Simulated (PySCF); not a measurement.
**Correlation energy of Ru²⁺ (ruthenium, charge +2)**

[Kr] 4d6, high-spin 5D determinant. Calculation: PySCF 2.14, in x2c-TZVPPall with one added diffuse shell each of s, p, d, f type (9s7p7d3f1g, 95 functions); the spin-free X2C one-electron Hamiltonian (Gaussian nucleus). Frozen: [Kr]; 6 electrons correlated.

```csv
level,correlation energy (mhartree)
CCSD,-111.00
(T),-2.16
CCSD(T),-113.16
```

Diagnostics: T1 = 0.0014, D1 = 0.0026, largest double amplitude 0.026.

**Question.** Is a single reference adequate?

**Answer.** Yes, within this model without spin-orbit coupling: T1 lies below 0.03 and no double amplitude reaches 0.07.
